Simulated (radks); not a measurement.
Spherical quantum dot in the effective-mass picture: electrons in a hard-walled sphere of radius 7.38, with a point charge +1 (a donor) at the centre, all in effective atomic units (hartree* = m*/eps^2 hartree, bohr* = eps/m* bohr), one dielectric constant everywhere. Method: non-relativistic Kohn-Sham, PBE, spin-polarised, spherical densities; computed with a radial shooting solver with Libxc functionals. Levels are named by radial order and angular momentum (1s, 1p, 1d, 2s, ...), and open shells are averaged over m. Results are scaled to m* = 0.498 and eps = 16, for which hartree* = 52.93 meV and bohr* = 1.7 nm.

N = 13, configuration 1s2 1p6 1d(up 4, down 0) 2s(up 1, down 0). This is the lowest configuration that the search found. Occupied levels:

level    occupation  eigenvalue (meV)  <r> (nm)
1s up             1            107.07     7.373
1s down           1            109.33     8.295
1p up             3            110.27     8.879
1p down           3            112.00     8.805
2s up             1            113.41     4.243
1d up             4            114.54     9.137

Energy (meV): total 685.499, kinetic 199.00, external -179.99, Hartree 812.38, exchange-correlation -145.88.
